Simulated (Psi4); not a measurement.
Psi4 input (wB97X-D/6-311+G**):

```
memory 1500 MB

molecule {
-1 1
Si   -0.00000000   -0.00000000   -1.12900700
Si    0.00000000    0.00000000    0.95341700
H     0.00000000    0.00000000    2.45825900
symmetry c1
no_reorient
no_com
}

set {
  basis 6-311+G**
  reference rks
  scf_type pk
  dft_radial_points 99
  dft_spherical_points 590
  e_convergence 1e-8
  d_convergence 1e-7
  maxiter 150
}

e = energy('wb97x-d')
print_out(f'\nFINAL {e:.10f} DIPOLE {variable("CURRENT DIPOLE")[0]:.6f} {variable("CURRENT DIPOLE")[1]:.6f} {variable("CURRENT DIPOLE")[2]:.6f}\n')
```

Output:

```
   => Loading Basis Set <=

    Name: 6-311+G**
    Role: ORBITAL
    Keyword: BASIS
    atoms 1-2 entry SI         line   351 file 6-311pgss.gbs
    atoms 3   entry H          line    42 file 6-311pgss.gbs

   => WB97X-D: Empirical Dispersion <=

    Chai and Head-Gordon Dispersion Correction
    Chai, J.-D.; Head-Gordon, M. (2010), J. Chem. Phys., 132: 6615-6620

        s6 =       1.000000

         ---------------------------------------------------------
                                   SCF
               by Justin Turney, Rob Parrish, Andy Simmonett
                          and Daniel G. A. Smith
                              RKS Reference
         ---------------------------------------------------------

  ==> Geometry <==

    Molecular point group: c1
    Full point group: C_inf_v

    Geometry (in Angstrom), charge = -1, multiplicity = 1:

       Center              X                  Y                   Z               Mass
    ------------   -----------------  -----------------  -----------------  -----------------
         SI           0.000000000000     0.000000000000    -1.129007000000    27.976926534650
         SI           0.000000000000     0.000000000000     0.953417000000    27.976926534650
         H            0.000000000000     0.000000000000     2.458259000000     1.007825032230

  Running in c1 symmetry.

  Rotational constants: A = ************  B =      0.25092  C =      0.25092 [cm^-1]
  Rotational constants: A = ************  B =   7522.48649  C =   7522.48649 [MHz]
  Nuclear repulsion =   56.795043673753767

  Charge       = -1
  Multiplicity = 1
  Electrons    = 30
  Nalpha       = 15
  Nbeta        = 15

  ==> Algorithm <==

  SCF Algorithm Type is PK.
  DIIS enabled.
  MOM disabled.
  Fractional occupation disabled.
  Guess Type is SAD.
  Energy threshold   = 1.00e-08
  Density threshold  = 1.00e-07
  Integral threshold = 1.00e-12

  ==> Primary Basis <==

  Basis Set: 6-311+G**
    Blend: 6-311+G**
    Number of shells: 32
    Number of basis functions: 66
    Number of Cartesian functions: 68
    Spherical Harmonics?: true
    Max angular momentum: 2

  ==> DFT Potential <==

   => LibXC <=

    Version 7.1.2
    S. Lehtola, C. Steigemann, M. J. T. Oliveira, and M. A. L. Marques,  SoftwareX 7, 1–5 (2018) (10.1016/j.softx.2017.11.002)

   => Composite Functional: WB97X-D <=

    wB97X-D Hyb-GGA Exchange-Correlation Functional

    J.-D. Chai and M. Head-Gordon,  Phys. Chem. Chem. Phys. 10, 6615–6620 (2008) (10.1039/B810189B)

    Deriv               =              1
    GGA                 =           TRUE
    Meta                =          FALSE

    Exchange Hybrid     =           TRUE
    MP2 Hybrid          =          FALSE

   => Exchange-Correlation Functionals <=

    1.0000   wB97X-D range-separated functional

   => Exact (HF) Exchange <=

    0.7780            HF,LR [omega = 0.2000]
    0.2220               HF

   => LibXC Density Thresholds  <==

    XC_HYB_GGA_XC_WB97X_D:  1.00E-14

   => Molecular Quadrature <=

    Radial Scheme          =       TREUTLER
    Pruning Scheme         =           NONE
    Nuclear Scheme         =       TREUTLER

    Blocking Scheme        =         OCTREE
    BS radius alpha        =              1
    Pruning alpha          =              1
    Radial Points          =             99
    Spherical Points       =            590
    Total Points           =         169559
    Total Blocks           =           1389
    Max Points             =            256
    Max Functions          =             64
    Weights Tolerance      =       1.00E-15

  ==> Integral Setup <==

  Using in-core PK algorithm.
   Calculation information:
      Number of atoms:                   3
      Number of AO shells:              32
      Number of primitives:             56
      Number of atomic orbitals:        68
      Number of basis functions:        66

      Integral cutoff                 1.00e-12
      Number of threads:                 1

  Performing in-core PK
  Using 7336098 doubles for integral storage.
  We computed 125202 shell quartets total.
  Whereas there are 139656 unique shell quartets.

  Computing range-separated integrals for PK
  We computed 125202 wK shell quartets total.
  Whereas there are 139656 wK unique shell quartets.

  ==> DiskJK: Disk-Based J/K Matrices <==

    J tasked:                  Yes
    K tasked:                  Yes
    wK tasked:                 Yes
    Omega:               2.000E-01
    Schwarz Cutoff:          1E-12


  Cached 100.0% of DFT collocation blocks in 0.249 [GiB].

  Minimum eigenvalue in the overlap matrix is 8.3132426422E-04.
  Reciprocal condition number of the overlap matrix is 1.5894590095E-04.
    Using symmetric orthogonalization.

  ==> Pre-Iterations <==

  SCF Guess: Superposition of Atomic Densities via on-the-fly atomic UHF (no occupation information).

   -------------------------
    Irrep   Nso     Nmo
   -------------------------
     A         66      66
   -------------------------
    Total      66      66
   -------------------------

  ==> Iterations <==

                        Total Energy        Delta E     RMS |[F,P]|

   @RKS iter SAD:  -578.83518515681578   -5.78835e+02   0.00000e+00
   @RKS iter   1:  -579.40867932773654   -5.73494e-01   7.53543e-03 DIIS/ADIIS
   @RKS iter   2:  -579.48008949526195   -7.14102e-02   4.98503e-03 DIIS/ADIIS
   @RKS iter   3:  -579.52230123073650   -4.22117e-02   8.18341e-04 DIIS/ADIIS
   @RKS iter   4:  -579.52458479404618   -2.28356e-03   2.53780e-04 DIIS/ADIIS
   @RKS iter   5:  -579.52482321650166   -2.38422e-04   2.98656e-05 DIIS
   @RKS iter   6:  -579.52483158143616   -8.36493e-06   1.39736e-05 DIIS
   @RKS iter   7:  -579.52483295596983   -1.37453e-06   2.89818e-06 DIIS
   @RKS iter   8:  -579.52483308894602   -1.32976e-07   5.88946e-07 DIIS
   @RKS iter   9:  -579.52483309567481   -6.72878e-09   1.17477e-07 DIIS
   @RKS iter  10:  -579.52483309584431   -1.69507e-10   3.78153e-08 DIIS
  Energy and wave function converged.

  ==> Post-Iterations <==

   Electrons on quadrature grid:
      Ntotal   =   30.0000000383 ; deviation = 3.829e-08

    Orbital Energies [Eh]
    ---------------------

    Doubly Occupied:

       1A    -66.057255     2A    -66.051788     3A     -5.188009
       4A     -5.187578     5A     -3.531816     6A     -3.531677
       7A     -3.531677     8A     -3.531192     9A     -3.531192
      10A     -3.529596    11A     -0.426817    12A     -0.321008
      13A     -0.145962    14A     -0.080263    15A     -0.080263

    Virtual:

      16A      0.173140    17A      0.173140    18A      0.174136
      19A      0.184083    20A      0.208015    21A      0.208015
      22A      0.215369    23A      0.249933    24A      0.249933
      25A      0.254270    26A      0.295913    27A      0.411219
      28A      0.471084    29A      0.504494    30A      0.504494
      31A      0.513699    32A      0.544098    33A      0.544098
      34A      0.624227    35A      0.743645    36A      0.743645
      37A      0.766197    38A      0.822538    39A      0.850504
      40A      0.850508    41A      0.934088    42A      0.934091
      43A      1.007645    44A      1.090082    45A      1.090082
      46A      1.456780    47A      1.483175    48A      1.503732
      49A      1.503732    50A      1.540663    51A      1.540663
      52A      1.595425    53A      1.708985    54A      1.708985
      55A      2.291427    56A      2.845000    57A      5.561865
      58A      5.904420    59A     11.618960    60A     11.618960
      61A     11.639850    62A     11.639850    63A     11.667041
      64A     11.768377    65A    141.045028    66A    141.421696

    Final Occupation by Irrep:
              A
    DOCC [    15 ]
    NA   [    15 ]
    NB   [    15 ]

  @RKS Final Energy:  -579.52483309584431

   => Energetics <=

    Nuclear Repulsion Energy =             56.7950436737537672
    One-Electron Energy =                -922.1500075956116689
    Two-Electron Energy =                 316.4428408922048561
    DFT Exchange-Correlation Energy =     -30.6125196191545861
    Empirical Dispersion Energy =          -0.0001904470367313
    VV10 Nonlocal Energy =                  0.0000000000000000
    Total Energy =                       -579.5248330958443148

Computation Completed

Properties will be evaluated at   0.000000,   0.000000,   0.000000 [a0]

Properties computed using the SCF density matrix

 Multipole Moments:

 ------------------------------------------------------------------------------------
     Multipole            Electronic (a.u.)      Nuclear  (a.u.)        Total (a.u.)
 ------------------------------------------------------------------------------------

 L = 1.  Multiply by 2.5417464519 to convert [e a0] to [Debye]
 Dipole X            :         -0.0000000            0.0000000           -0.0000000
 Dipole Y            :         -0.0000000            0.0000000           -0.0000000
 Dipole Z            :          0.4654179           -0.0000019            0.4654160
 Magnitude           :                                                    0.4654160

 ------------------------------------------------------------------------------------

FINAL -579.5248330958 DIPOLE -0.000000 -0.000000 0.465416

*** Psi4 exiting successfully. Buy a developer a beer!
```

The dipole moment of an ion depends on the origin.

The geometry given is a B3LYP-D3(BJ)/def2-TZVP minimum.
